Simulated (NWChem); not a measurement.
System: SeCl3, doublet; SMILES Cl[Se](Cl)Cl

Input file for NWChem:

```
start job
memory heap 200 mb stack 900 mb global 1100 mb
geometry units angstroms noautoz
  Se    -0.305411     0.270906     0.000000
  Cl    -0.603764    -0.267352    -2.217851
  Cl    -0.603764    -0.267352     2.217851
  Cl     1.832430    -0.038593     0.000000
end
basis spherical
  Se library sto-3g
  Cl library sto-3g
end
dft
  odft
  mult 2
  xc xpbe96 cpbe96
  iterations 150
  mulliken
end
task dft energy
```

Parts of the log:

```
             Northwest Computational Chemistry Package (NWChem) 7.3.0
             --------------------------------------------------------

 CS  symmetry detected

                             Geometry "geometry" -> ""
                             -------------------------

 Output coordinates in angstroms (scale by  1.889725989 to convert to a.u.)

  No.       Tag          Charge          X              Y              Z
 ---- ---------------- ---------- -------------- -------------- --------------
    1 Se                  34.0000    -0.30360767     0.28225479     0.00000000
    2 Cl                  17.0000    -0.61080796    -0.25100328     2.21785100
    3 Cl                  17.0000    -0.61080796    -0.25100328    -2.21785100
    4 Cl                  17.0000     1.82883126    -0.06250301     0.00000000

 Effective nuclear repulsion energy (a.u.)     534.4685201818

      Symmetry information
      --------------------

 Group name             Cs
 Group number              2
 Group order               2
 No. of unique centers     3

  pbe96 is a nonlocal functional; adding pw91lda local functional.

                                 NWChem DFT Module
                                 -----------------

 Summary of "ao basis" -> "ao basis" (spherical)
 ------------------------------------------------------------------------------
       Tag                 Description            Shells   Functions and Types
 ---------------- ------------------------------  ------  ---------------------
 Se                          sto-3g                  8       18   4s3p1d
 Cl                          sto-3g                  5        9   3s2p

      Symmetry analysis of basis
      --------------------------

        a'         29
        a"         16

            General Information
            -------------------
          SCF calculation type: DFT
          Wavefunction type:  spin polarized.
          No. of atoms     :     4
          No. of electrons :    85
           Alpha electrons :    43
            Beta electrons :    42
          Charge           :     0
          Spin multiplicity:     2
          Use of symmetry is: on ; symmetry adaption is: on
          Maximum number of iterations: 150
          AO basis - number of functions:    45
                     number of shells:    23
          Convergence on energy requested:  1.00D-06
          Convergence on density requested:  1.00D-05
          Convergence on gradient requested:  5.00D-04

              XC Information
              --------------
          PerdewBurkeErnzerhof Exchange Functional  1.000
            Perdew 1991 LDA Correlation Functional  1.000 local
           PerdewBurkeErnz. Correlation Functional  1.000 non-local

             Grid Information
             ----------------
          Grid used for XC integration:  medium
          Radial quadrature: Mura-Knowles
          Angular quadrature: Lebedev.
          Tag              B.-S. Rad. Rad. Pts. Rad. Cut. Ang. Pts.
          ---              ---------- --------- --------- ---------
          Se                  1.15      112           7.0       590
          Cl                  1.00       88          10.0       590
          Grid pruning is: on
          Number of quadrature shells:   288
          Spatial weights used:  Erf1

      Superposition of Atomic Density Guess
      -------------------------------------

 Sum of atomic energies:       -3737.16558165

      Non-variational initial energy
      ------------------------------

 Total energy =   -3736.991190
 1-e energy   =   -6283.483049
 2-e energy   =    2012.023339
 HOMO         =      -0.076834
 LUMO         =       0.111292

   Symmetry analysis of molecular orbitals - initial alpha
   -------------------------------------------------------

  Numbering of irreducible representations:

     1 a'          2 a"

  Orbital symmetries:

     1 a'          2 a'          3 a"          4 a'          5 a'
     6 a'          7 a"          8 a'          9 a'         10 a"
    11 a'         12 a'         13 a'         14 a"         15 a'
    16 a"         17 a'         18 a'         19 a'         20 a"
    21 a"         22 a"         23 a'         24 a'         25 a'
    26 a'         27 a"         28 a"         29 a'         30 a'
    31 a"         32 a'         33 a'         34 a"         35 a'
    36 a'         37 a"         38 a"         39 a'         40 a'
    41 a"         42 a'         43 a'         44 a'         45 a"

   Symmetry analysis of molecular orbitals - initial beta
   ------------------------------------------------------

  Numbering of irreducible representations:

     1 a'          2 a"

  Orbital symmetries:

     1 a'          2 a'          3 a"          4 a'          5 a'
     6 a'          7 a"          8 a'          9 a'         10 a"
    11 a'         12 a'         13 a'         14 a"         15 a'
    16 a"         17 a'         18 a'         19 a'         20 a"
    21 a"         22 a"         23 a'         24 a'         25 a'
    26 a'         27 a"         28 a"         29 a'         30 a'
    31 a"         32 a'         33 a'         34 a"         35 a'
    36 a'         37 a"         38 a"         39 a'         40 a'
    41 a"         42 a'         43 a'         44 a'         45 a"

     ---------------------------------------------
      Total Density - Mulliken Population Analysis
     ---------------------------------------------

    Atom       Charge   Shell Charges
 -----------   ------   -------------------------------------------------------
    1 Se  34    32.47   2.00  2.00  6.00  2.00  5.95  1.90  2.62 10.00
    2 Cl  17    17.60   2.00  2.00  5.99  1.98  5.63
    3 Cl  17    17.60   2.00  2.00  5.99  1.98  5.63
    4 Cl  17    17.33   2.00  2.00  5.99  1.96  5.38

     --------------------------------------------
      Spin Density - Mulliken Population Analysis
     --------------------------------------------

    Atom       Charge   Shell Charges
 -----------   ------   -------------------------------------------------------
    1 Se  34     0.77   0.00  0.00  0.00  0.00  0.01  0.03  0.74  0.00
    2 Cl  17     0.09   0.00  0.00  0.00  0.00  0.09
    3 Cl  17     0.09   0.00  0.00  0.00  0.00  0.09
    4 Cl  17     0.04   0.00  0.00  0.00  0.00  0.04

   convergence    iter        energy       DeltaE   RMS-Dens  Diis-err
 ---------------- ----- ----------------- --------- --------- ---------
 d= 0,ls=0.0,diis     1  -3739.2101067714 -4.27D+03  4.45D-02  1.26D-01
                                                     5.23D-02  1.70D-01
 d= 0,ls=0.5,diis     2  -3738.4994781282  7.11D-01  1.25D-02  5.26D-01
                                                     1.30D-02  6.25D-01
 d= 0,ls=0.5,diis     3  -3738.9767152906 -4.77D-01  4.97D-03  2.81D-01
                                                     5.18D-03  3.35D-01
 d= 0,ls=0.5,diis     4  -3739.1184956126 -1.42D-01  4.41D-03  1.89D-01
                                                     4.40D-03  2.27D-01
 d= 0,ls=0.5,diis     5  -3739.2172758454 -9.88D-02  5.71D-03  1.19D-01
                                                     5.93D-03  1.47D-01
 d= 0,ls=0.5,diis     6  -3739.3190465202 -1.02D-01  4.44D-03  4.63D-02
                                                     4.77D-03  6.02D-02
  Resetting Diis
 d= 0,ls=0.5,diis     7  -3739.3682612572 -4.92D-02  2.48D-03  1.45D-02
                                                     2.72D-03  2.03D-02
 d= 0,ls=0.5,diis     8  -3739.3843266467 -1.61D-02  3.49D-03  5.97D-03
                                                     4.29D-03  8.92D-03
 d= 0,ls=0.5,diis     9  -3739.3965095144 -1.22D-02  1.21D-03  6.51D-04
                                                     1.36D-03  8.78D-04
 d= 0,ls=0.5,diis    10  -3739.3982766584 -1.77D-03  8.05D-04  2.75D-04
                                                     8.75D-04  4.02D-04
 d= 0,ls=0.5,diis    11  -3739.3990560949 -7.79D-04  5.84D-04  1.56D-04
                                                     6.74D-04  2.67D-04
 d= 0,ls=0.5,diis    12  -3739.3995205421 -4.64D-04  4.58D-04  9.50D-05
                                                     5.32D-04  1.90D-04
 d= 0,ls=0.5,diis    13  -3739.3998103602 -2.90D-04  3.63D-04  6.60D-05
                                                     4.42D-04  1.44D-04
 d= 0,ls=0.5,diis    14  -3739.4000055210 -1.95D-04  3.00D-04  4.87D-05
                                                     3.74D-04  1.11D-04
 d= 0,ls=0.5,diis    15  -3739.4001435438 -1.38D-04  2.43D-04  3.68D-05
                                                     3.18D-04  8.54D-05
 d= 0,ls=0.5,diis    16  -3739.4002414935 -9.79D-05  1.98D-04  2.88D-05
                                                     2.78D-04  6.66D-05
 d= 0,ls=0.5,diis    17  -3739.4003148760 -7.34D-05  1.61D-04  2.20D-05
                                                     2.39D-04  5.11D-05
 d= 0,ls=0.5,diis    18  -3739.4003686283 -5.38D-05  1.34D-04  1.68D-05
                                                     2.10D-04  3.95D-05
 d= 0,ls=0.5,diis    19  -3739.4004092938 -4.07D-05  1.12D-04  1.27D-05
                                                     1.83D-04  3.06D-05
 d= 0,ls=0.5,diis    20  -3739.4004399730 -3.07D-05  9.34D-05  9.62D-06
                                                     1.62D-04  2.38D-05
 d= 0,ls=0.5,diis    21  -3739.4004634831 -2.35D-05  7.81D-05  7.24D-06
                                                     1.43D-04  1.85D-05
 d= 0,ls=0.5,diis    22  -3739.4004814084 -1.79D-05  6.51D-05  5.63D-06
                                                     1.27D-04  1.45D-05
 d= 0,ls=0.5,diis    23  -3739.4004953271 -1.39D-05  5.50D-05  4.36D-06
                                                     1.13D-04  1.13D-05
 d= 0,ls=0.5,diis    24  -3739.4005061513 -1.08D-05  4.67D-05  3.37D-06
                                                     1.00D-04  8.78D-06
 d= 0,ls=0.5,diis    25  -3739.4005145924 -8.44D-06  3.91D-05  2.60D-06
                                                     8.95D-05  6.83D-06
 d= 0,ls=0.5,diis    26  -3739.4005211801 -6.59D-06  3.34D-05  2.01D-06
                                                     7.99D-05  5.33D-06
 d= 0,ls=0.5,diis    27  -3739.4005263315 -5.15D-06  2.85D-05  1.55D-06
                                                     7.11D-05  4.17D-06
 d= 0,ls=0.5,diis    28  -3739.4005303889 -4.06D-06  2.40D-05  1.19D-06
                                                     6.35D-05  3.25D-06
 d= 0,ls=0.5,diis    29  -3739.4005335679 -3.18D-06  2.06D-05  9.15D-07
                                                     5.65D-05  2.55D-06
 d= 0,ls=0.5,diis    30  -3739.4005360557 -2.49D-06  1.73D-05  7.12D-07
                                                     5.05D-05  2.00D-06
 d= 0,ls=0.5,diis    31  -3739.4005380277 -1.97D-06  1.48D-05  5.50D-07
                                                     4.51D-05  1.56D-06
 d= 0,ls=0.5,diis    32  -3739.4005395820 -1.55D-06  1.25D-05  4.27D-07
                                                     4.03D-05  1.23D-06
 d= 0,ls=0.5,diis    33  -3739.4005408095 -1.23D-06  1.07D-05  3.31D-07
                                                     3.60D-05  9.67D-07
 d= 0,ls=0.5,diis    34  -3739.4005417814 -9.72D-07  9.09D-06  2.56D-07
                                                     3.22D-05  7.62D-07
 d= 0,ls=0.5,diis    35  -3739.4005425506 -7.69D-07  7.79D-06  1.98D-07
                                                     2.88D-05  6.02D-07
 d= 0,ls=0.5,diis    36  -3739.4005431614 -6.11D-07  6.68D-06  1.53D-07
                                                     2.57D-05  4.75D-07
 d= 0,ls=0.5,diis    37  -3739.4005436448 -4.83D-07  5.66D-06  1.20D-07
                                                     2.30D-05  3.76D-07
 d= 0,ls=0.5,diis    38  -3739.4005440291 -3.84D-07  4.84D-06  9.41D-08
                                                     2.06D-05  2.97D-07
 d= 0,ls=0.5,diis    39  -3739.4005443344 -3.05D-07  4.12D-06  7.43D-08
                                                     1.84D-05  2.36D-07
 d= 0,ls=0.5,diis    40  -3739.4005445775 -2.43D-07  3.51D-06  5.86D-08
                                                     1.65D-05  1.87D-07
 d= 0,ls=0.5,diis    41  -3739.4005447713 -1.94D-07  2.97D-06  4.62D-08
                                                     1.48D-05  1.49D-07
 d= 0,ls=0.5,diis    42  -3739.4005449258 -1.54D-07  2.53D-06  3.65D-08
                                                     1.32D-05  1.18D-07
 d= 0,ls=0.5,diis    43  -3739.4005450489 -1.23D-07  2.14D-06  2.90D-08
                                                     1.18D-05  9.44D-08
 d= 0,ls=0.5,diis    44  -3739.4005451474 -9.85D-08  1.83D-06  2.29D-08
                                                     1.06D-05  7.51D-08
 d= 0,ls=0.5,diis    45  -3739.4005452260 -7.86D-08  1.55D-06  1.81D-08
                                                     9.49D-06  5.99D-08

         Total DFT energy =    -3739.400545288777
      One electron energy =    -6275.934782327563
           Coulomb energy =     2173.391471308858
    Exchange-Corr. energy =     -171.325754451828
 Nuclear repulsion energy =      534.468520181755

 Numeric. integr. density =       84.999999907190

                  Occupations of the irreducible representations
                  ----------------------------------------------

                     irrep           alpha         beta
                     --------     --------     --------
                     a'               28.0         27.0
                     a"               15.0         15.0

                    DFT Final Alpha Molecular Orbital Analysis
                    ------------------------------------------

 Vector   41  Occ=1.000000D+00  E=-2.161343D-01  Symmetry=a"
              MO Center= -4.2D-01, -2.4D-01, -6.0D-16, r^2= 5.9D+00
   Bfn.  Coefficient  Atom+Function         Bfn.  Coefficient  Atom+Function
  ----- ------------  ---------------      ----- ------------  ---------------
    25      0.675042  2 Cl px                34     -0.675042  3 Cl px
    45     -0.296376  4 Cl pz                21     -0.187383  2 Cl px
    30      0.187383  3 Cl px                26     -0.183634  2 Cl py
    35      0.183634  3 Cl py                41      0.081917  4 Cl pz
    22      0.050993  2 Cl py                31     -0.050993  3 Cl py

 Vector   42  Occ=1.000000D+00  E=-2.017725D-01  Symmetry=a'
              MO Center= -4.9D-01, -1.5D-01, -1.5D-14, r^2= 5.7D+00
   Bfn.  Coefficient  Atom+Function         Bfn.  Coefficient  Atom+Function
  ----- ------------  ---------------      ----- ------------  ---------------
    26      0.566480  2 Cl py                35      0.566480  3 Cl py
    27     -0.372131  2 Cl pz                36      0.372131  3 Cl pz
    10     -0.368206  1 Se s                 12     -0.192886  1 Se py
    43     -0.186406  4 Cl px                25     -0.179011  2 Cl px
    34     -0.179011  3 Cl px                22     -0.156309  2 Cl py

 Vector   43  Occ=1.000000D+00  E=-1.640595D-01  Symmetry=a'
              MO Center= -3.4D-01, -1.4D-01,  1.3D-14, r^2= 4.2D+00
   Bfn.  Coefficient  Atom+Function         Bfn.  Coefficient  Atom+Function
  ----- ------------  ---------------      ----- ------------  ---------------
    12      0.663186  1 Se py                27     -0.525549  2 Cl pz
    36      0.525549  3 Cl pz                44     -0.303292  4 Cl py
    10     -0.259596  1 Se s                 26     -0.237936  2 Cl py
    35     -0.237936  3 Cl py                11      0.211144  1 Se px
     8     -0.188876  1 Se py                23      0.141290  2 Cl pz

[...]
```

Level: PBE/STO-3G, spin-unrestricted. In the optimisation the excess spin sits in a' (Cs, its own frame). Geometry: optimised at PBE0/def2-SVP, spin-unrestricted. This spin state was assumed; another may lie lower. No stability test was run on the SCF state.
